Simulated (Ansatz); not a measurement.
CH₃BFNO, relaxed with RKS PBE0-D4/def2-TZVP in Ansatz 0.2.0 from a PBE-D4/def2-SVP geometry. The force threshold is 0.005 eV/Å; the program also tests the step.

Total charge 0; spin multiplicity 1. The bonds changed during the relaxation, so this is another structure than the one it started from.

Start:

```xyz
8

N     0.558    1.064    0.385
C    -0.022    0.213   -0.456
O     0.273   -1.856   -0.208
B    -0.771   -1.109   -0.061
F    -2.046   -1.314    0.334
H     0.318    1.058    1.379
H     1.379    1.619    0.129
H     0.310    0.325   -1.503
```

Task: How much energy does the relaxation release, and in how many steps? (An estimate is asked.)

Result: Ansatz gave: 4.00 kJ/mol, in 9 steps.

Task: Which bonds change most? (Estimate.)

Result: Ansatz gave: C2–H8 from 1.104 to 1.086 Å; N1–H7 from 1.024 to 1.008 Å; N1–C2 from 1.329 to 1.313 Å; N1–H6 from 1.023 to 1.007 Å.

Task: Give the relaxed structure. (Best estimate.)

Result: The calculation gave: 
```xyz
8

N     0.553    1.049    0.383
C    -0.018    0.211   -0.451
O     0.279   -1.813   -0.220
B    -0.769   -1.099   -0.062
F    -2.026   -1.299    0.343
H     0.305    1.051    1.359
H     1.364    1.590    0.128
H     0.312    0.311   -1.480
```
